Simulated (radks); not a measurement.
Question: All-electron atom: neutral technetium in [Kr] 4d5 5s2. Method: scalar-relativistic Kohn-Sham, PBE, spin-unpolarised, spherical densities, finite nucleus; Fermi nuclear charge, rms radius 4.4112 fm; hard spherical wall at 5 bohr; computed with a radial shooting solver on a logarithmic mesh with Libxc functionals. Some entries of the table are withheld. Estimate them.

orbital,occ.,eigenvalue (hartree),r(max) (bohr)
1s,2,(1),0.02228
2s,2,-109.2937,0.1262
2p,6,-97.80478,0.1008
3s,2,-18.94000,(2)
3p,6,-15.16810,0.3657
3d,10,-9.06410,0.3115
4s,2,-2.58338,0.9494
4p,6,-1.55508,1.023
4d,5,-0.14247,1.276
5s,2,-0.05794,(3)
5p,0,0.15812,(4)
4f,0,0.64098,3.213
6s,0,0.87915,3.894

Answer: 
(1) 1s eigenvalue (hartree): -766.7625
(2) 3s r(max) (bohr): 0.3723
(3) 5s r(max) (bohr): 2.614
(4) 5p r(max) (bohr): 2.955
